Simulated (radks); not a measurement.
Problem. Neutral terbium, configuration [Xe] 4f9 6s2. Method: scalar-relativistic Kohn-Sham, PBE, spin-unpolarised, spherical densities, finite nucleus; Fermi nuclear charge, rms radius 5.06 fm; hard spherical wall at 8 bohr; computed with a radial shooting solver on a logarithmic mesh with Libxc functionals. Some entries of the table are withheld. Estimate them.

orbital,occ.,eigenvalue (hartree),r(max) (bohr),<r> (bohr)
1s,2,-1905.494,0.01364,0.02151
2s,2,(1),0.07750,0.09150
2p,6,-280.6912,0.06280,0.08089
3s,2,-70.03708,0.2198,0.2394
3p,6,-59.18837,0.2158,0.2381
3d,10,-45.04776,0.1764,(2)
4s,2,-13.85035,0.5047,0.5415
4p,6,-10.27840,0.5269,0.5736
4d,10,-5.37419,0.5467,0.6237
5s,2,-1.71901,1.182,1.327
5p,6,-0.88727,1.350,1.575
6s,2,-0.11317,3.492,3.844
4f,9,-0.08629,0.5553,0.9112
5d,0,-0.02288,2.128,3.040
6p,0,0.00514,4.334,(3)
7s,0,0.23198,5.983,4.826

Solution. 
(1) 2s eigenvalue (hartree): -315.8602
(2) 3d <r> (bohr): 0.2165
(3) 6p <r> (bohr): 4.449
